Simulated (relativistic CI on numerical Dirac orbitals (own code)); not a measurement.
Calculated at this level of theory: Dirac-Coulomb-Breit CI, separate exchange-only KLI orbitals for each configuration, QED by a radiative potential, unscaled Slater integrals (own radial code, finite nucleus).

Configurations in the expansion: 1s², 1s2s, 1s2p, 1s3s, 1s3p, 1s3d, 1s4s, 1s4p, 1s4d, 1s4f, 1s5s, 1s5p, 1s5d, 1s5f, 1s5g, 1s6s, 1s6p, 1s6d. Levels of other configurations are missing.

At this charge energies of transitions that change n are usually good to better than 1 %, and those within a shell (Δn = 0) to a few per cent.

Outline of the computed level scheme of Ni XXVII. Lowest level of each configuration: 1s² ¹S0 at 0.00 eV; 1s2s ³S1 at 7730.15 eV; 1s2p ³P°0 at 7761.99 eV; 1s3s ³S1 at 9161.27 eV; 1s3p ³P°0 at 9170.06 eV; 1s3d ³D2 at 9181.48 eV; 1s4s ³S1 at 9657.01 eV; 1s4p ³P°0 at 9660.63 eV; 1s4d ³D2 at 9665.40 eV.

Some strong electric-dipole decays among the lowest 27 levels: 1s2p ¹P°1 → 1s² ¹S0 (6.1e+14 s⁻¹); 1s3p ¹P°1 → 1s² ¹S0 (1.7e+14 s⁻¹); 1s2p ³P°1 → 1s² ¹S0 (7.7e+13 s⁻¹); 1s4p ¹P°1 → 1s² ¹S0 (7.0e+13 s⁻¹); 1s3d ³D3 → 1s2p ³P°2 (3.5e+13 s⁻¹); 1s3d ¹D2 → 1s2p ¹P°1 (3.0e+13 s⁻¹); 1s3d ³D2 → 1s2p ³P°1 (2.6e+13 s⁻¹); 1s3p ³P°1 → 1s² ¹S0 (2.2e+13 s⁻¹).

LS names give the leading component of a level, which can be under half, so a name can repeat, a term be missing and a line seem to break the LS rules.
